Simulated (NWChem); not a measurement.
System: C$_{4}$H$_{7}$Cl; SMILES C/C=C(\C)Cl

Input file for NWChem:

```
start job
memory heap 200 mb stack 900 mb global 1100 mb
geometry units angstroms noautosym nocenter noautoz
  C      0.436884    -2.404801     0.000000
  C      0.733367    -0.931172     0.000000
  C     -0.161843     0.060178     0.000000
  C     -1.659168    -0.010662     0.000000
  Cl     0.439517     1.735775     0.000000
  H      0.881420    -2.886689     0.880934
  H     -0.632712    -2.628828     0.000000
  H      0.881420    -2.886689    -0.880934
  H      1.787163    -0.661221     0.000000
  H     -2.070851     0.492657     0.882745
  H     -2.070851     0.492657    -0.882745
  H     -2.007009    -1.046827     0.000000
end
basis spherical
  C library sto-3g
  Cl library sto-3g
  H library sto-3g
end
dft
  xc b3lyp
  iterations 150
end
property
  response 1 0.0773
end
task dft property
```

STO-3G and 3-21G are far too small for this property and stand as cheap habits. Structure relaxed at the B3LYP/6-31G* (spherical d) level.

Field at 589 nm.

### Question
What results follow from this input? (B3LYP/STO-3G.) Quantities: isotropic polarisability (bohr³); anisotropy (bohr³).

### Answer
| Property | Value |
|---|---|
| isotropic polarisability (bohr³) | 28.8 |
| anisotropy (bohr³) | 27.3 |
